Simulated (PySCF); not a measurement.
Computed NMR parameters against published values

Numbering as in the mapped SMILES `[SiH3:1][Si:2]([SiH3:3])([SiH3:4])[SiH3:5]`. Hydrogens are named by the atom that carries them.

What is known from experiment: δ 29Si Si1/Si3/Si4/Si5 -89.6; Si2 -165.9 ppm (measured; C. Corminboeuf, T. Heine, J. Weber, Chem. Phys. Lett. 357 (2002) 1).

- shielding tensors at PBE0/pcSseg-1 (GIAO)
- geometry: PBE0-D3(BJ)/def2-SVP
- code: PySCF 2.14.0 with density-fitted response routines
- one conformer, no solvent, relativity neglected, averaged over atoms made equivalent by symmetry, fast rotation or ring inversion

Q: What does the calculation give, and how does it compare?

A: 
Reference values: measured (C. Corminboeuf, T. Heine, J. Weber, Chem. Phys. Lett. 357 (2002) 1).
```csv
atoms,quantity,reference,computed,"computed, scaled"
Si1/Si3/Si4/Si5,δ 29Si vs TMS,-89.6,-98.6,-95.8
Si2,δ 29Si vs TMS,-165.9,-159.1,-146.3
```

Computed shifts are σ(ref) − σ with the named reference compound (TMS for H and C) calculated as an isolated molecule at the same level. The measured values may be among those fitted. Shieldings were converted by a linear fit to measured shifts: 29Si (scatter 8.9 ppm rms, 23.9 ppm with the 6 outliers that the fit left out vs TMS, solution or neat liquid). Occasional misses reach two or three times the rms, and more in compound classes unlike the fitted ones.

Q: How far are the unscaled 29Si shifts from the references?

A: Mean signed difference -1.10 ppm, mean absolute 7.90 ppm over 2 comparisons; the largest is -9.0 ppm at Si1/Si3/Si4/Si5 (silicon bonded to Si, 3 H).
